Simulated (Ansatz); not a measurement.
One change: `C[N](C)[SbH2]` becomes `C[N](C)[Au]`.

Ansatz, PBE0-D4/def2-TZVP geometries, multiplicity 1. 

Elements past krypton have def2 core potentials.  Spin–orbit coupling is left out; it splits and shifts lone-pair levels of the heavy atoms by tenths of an eV.

```csv
property,`C[N](C)[SbH2]`
HOMO–LUMO gap (PBE0/def2-TZVPP) / eV,5.24
LUMO energy (PBE/def2-TZVPP) / eV,-1.46
HOMO energy (B3LYP/def2-TZVPP) / eV,-5.72
HOMO energy (ωB97M-V/def2-TZVPP) / eV,-8.09
HOMO energy (PBE0/def2-TZVPP) / eV,-5.91
LUMO energy (ωB97M-V/def2-TZVPP) / eV,1.01
```

**Question.** What does the change do to each property? (Best estimate.)

**Answer.** Computed: 
```csv
property,`C[N](C)[Au]`,shift
HOMO–LUMO gap (PBE0/def2-TZVPP) / eV,3.44,-1.80
LUMO energy (PBE/def2-TZVPP) / eV,-3.42,-1.96
HOMO energy (B3LYP/def2-TZVPP) / eV,-5.88,-0.16
HOMO energy (ωB97M-V/def2-TZVPP) / eV,-8.02,0.07
HOMO energy (PBE0/def2-TZVPP) / eV,-5.99,-0.08
LUMO energy (ωB97M-V/def2-TZVPP) / eV,-0.82,-1.83
```

With PBE0 the HOMO falls by 0.08 eV and the LUMO falls by 1.87 eV, so the gap narrows by about 1.79 eV. PBE moves the HOMO by -0.24 eV and ωB97M-V by 0.07 eV. The zero-point energy changes by -36.3 kJ/mol with -6 modes.

B3LYP here is the variant with VWN-RPA as its local correlation; programs differ in this.
